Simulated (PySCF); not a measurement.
# Electric field gradients and quadrupole coupling constants

Compound: C6H12S.
Z-matrix (Å and degrees, GFN2-xTB geometry), rows numbered from 1:
```
C 
S   1  1.8150
C   2  1.8192  1   98.78
C   3  1.5351  2  117.28  1   -75.37
C   4  1.5358  3   89.10  2  -130.84
C   3  1.5372  2  115.09  1  -179.03
C   6  1.5158  3  116.74  2  -106.51
H   1  1.0869  2  109.52  3   -60.23
H   1  1.0863  2  109.49  3    61.31
H   1  1.0847  2  106.82  3  -179.42
H   3  1.0910  2  107.47  1    53.97
H   4  1.0886  3  115.99  2   109.89
H   4  1.0884  3  112.12  2   -16.71
H   5  1.0872  4  116.02  3   131.51
H   5  1.0883  4  112.75  3  -101.55
H   6  1.0915  3  110.52  2    20.10
H   7  1.0879  6  110.15  3    67.54
H   7  1.0885  6  110.66  3   -52.55
H   7  1.0878  6  110.28  3  -172.60
```

Field gradients from the PBE0/pcSseg-1 density (PySCF, non-relativistic), principal values in atomic units, ordered |Vxx| ≤ |Vyy| ≤ |Vzz|:

| atom | Vxx | Vyy | Vzz |
| --- | --- | --- | --- |
| S2 | 0.6364 | 2.4306 | -3.0670 |

Question: Find the asymmetry η = (Vxx − Vyy)/Vzz and the couplings χ = eQV/h (234.96 MHz × Q in barn × V in au), with Q(33S) = −0.0678 b.

Answer: 
| atom | environment | nucleus | η | χzz (MHz) | χxx (MHz) | χyy (MHz) |
| --- | --- | --- | --- | --- | --- | --- |
| S2 | sulfide sulfur | 33S | 0.59 | 48.86 | -10.14 | -38.72 |

Question: What is Vzz at S2 in SI units (1 au = 9.71736 × 10²¹ V/m²)?

Answer: -3.0670 au = -29.803 × 10²¹ V/m².

Question: What couplings would deuterons (Q(2H) = 0.00286 b) have in place of the hydrogens, at this geometry?

Answer: 
| atom | bonded to | bond length (Å) | Vzz (au) | η | χzz (kHz) |
| --- | --- | --- | --- | --- | --- |
| H8 | C1 | 1.087 | 0.3141 | 0.03 | 211 |
| H9 | C1 | 1.086 | 0.3148 | 0.02 | 212 |
| H10 | C1 | 1.085 | 0.3191 | 0.04 | 214 |
| H11 | C3 | 1.091 | 0.3045 | 0.04 | 205 |
| H12 | C4 | 1.089 | 0.3141 | 0.00 | 211 |
| H13 | C4 | 1.088 | 0.3099 | 0.01 | 208 |
| H14 | C5 | 1.087 | 0.3163 | 0.00 | 213 |
| H15 | C5 | 1.088 | 0.3126 | 0.01 | 210 |
| H16 | C6 | 1.092 | 0.3016 | 0.02 | 203 |
| H17 | C7 | 1.088 | 0.3141 | 0.01 | 211 |
| H18 | C7 | 1.088 | 0.3135 | 0.02 | 211 |
| H19 | C7 | 1.088 | 0.3159 | 0.02 | 212 |

Geometry: GFN2-xTB, one conformer, isolated molecule. GFN2-xTB bond lengths can be off by several hundredths of an ångström, more for odd bonds, and the gradients follow them. A larger basis could move these couplings by a tenth or more.
